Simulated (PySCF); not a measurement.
Compound: C3H5O3S (charge -1).
Bonds: O1–S2 (double), S2–O3 (double), S2–O4, S2–C5, C5–C6, C6–C7, C5–C7. Hydrogens: H8 on C5; H9, H10 on C6; H11, H12 on C7.

Computed geometry: GFN2-xTB, gas phase.

Question: Give the optimised bond lengths and angles.

Answer: 
```json
{"bond": "O1=S2, S2=O3, S2–O4", "length (Å)": "1.462", "order": "double/single"}
{"bond": "S2–C5", "length (Å)": "1.820", "order": "single"}
{"bond": "C5–C6, C5–C7", "length (Å)": "1.485", "order": "single"}
{"bond": "C6–C7", "length (Å)": "1.498", "order": "single"}
{"bond": "C5–H8", "length (Å)": "1.078", "order": "single"}
{"bond": "C6–H9, C7–H11", "length (Å)": "1.084", "order": "single"}
{"bond": "C6–H10, C7–H12", "length (Å)": "1.079", "order": "single"}
```

Bonds in one row agree within 0.01 Å and their mean is given. Orders are formal, as drawn. A selection of angles:
```json
{"angle": "O1–S2–O3", "degrees": "113.9"}
{"angle": "O1–S2–C5", "degrees": "104.6"}
{"angle": "S2–C5–C6", "degrees": "113.9"}
{"angle": "S2–C5–H8", "degrees": "114.0"}
{"angle": "C6–C5–C7", "degrees": "60.6"}
{"angle": "C6–C5–H8", "degrees": "122.2"}
{"angle": "C5–C6–C7", "degrees": "59.7"}
{"angle": "C5–C6–H9", "degrees": "120.0"}
{"angle": "C5–C6–H10", "degrees": "115.1"}
{"angle": "C7–C6–H9", "degrees": "119.1"}
{"angle": "C7–C6–H10", "degrees": "117.0"}
{"angle": "H9–C6–H10", "degrees": "115.0"}
```

Dihedral angles: O1–S2–C5–C6 87° (synclinal); S2–C5–C6–C7 105° (anticlinal); S2–C5–C7–C6 -105° (anticlinal).

The 3-membered ring C5–C6–C7 has internal angles of 59.7° to 60.6°. All 3 O–S bonds measure 1.462 Å. S2 (sulfonyl sulfur) is distorted tetrahedral (angles from 104.5° to 113.9°). Of the pairs four or more bonds apart, O3···H10 is among the closest relative to their van der Waals radii: 2.46 Å, 90 % of the sum of Bondi's values.

Point group: Cs (every atom within 0.08 Å of its image). Not checked by GFN2-xTB frequencies.
